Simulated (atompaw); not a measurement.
## Pseudopotential generation for cobalt (Co): PAW (atompaw), PBEsol, non-relativistic.

```
Element                 : Co
Generator               : atompaw 4.2.0.5
Type                    : PAW
Functional              : PBEsol
Relativity              : non-relativistic
Frozen core             : [Ne]
Valence charge          : 17
Reference configuration : 3s2 3p6 3d7 4s2 4p0
Partial waves           : 3s (bound): rc 1.00 bohr; 4s (bound): rc 1.75 bohr; 3p (bound): rc 0.90 bohr; 4p (bound, empty): rc 1.75 bohr; 3d (bound): rc 1.75 bohr; 3d channel at 0.05 Ry: rc 1.30 bohr
Local potential         : troulliermartins scheme with l = 3 at 0 Ry, radius 1.65 bohr
Core correction         : smooth core density matched at 1.35 bohr
Augmentation charge     : sinc compensation charge, radius 1.70 bohr; PAW radius 1.75 bohr; waves and projectors: custom polynom vanderbiltortho
```

- Cutoffs needed: 80 Ry and 140 Ry (the cutoffs (Ry, on a coarse ladder) from which the occupation-weighted sum of valence levels, in a spherical-Bessel basis at the reference potential, stays within 10 and 1 mRy of its value at 400 Ry)
- Ghost test: no extra level below or beside the all-electron valence levels (s, p, d, f tested) (spherical-Bessel basis up to 400 Ry, 20 bohr box)
- Lowest eigenvalue of the overlap operator: 0.28 (d channel)
- Overlap eigenvalues printed by atompaw (projector basis): 0.00906, 0.478, 0.545, 38.7, 95.8, 6.28e+03
- Share of each valence orbital outside the PAW sphere: 3s 1 %, 4s 87 %, 3p 1 %, 4p 96 %, 3d 12 %
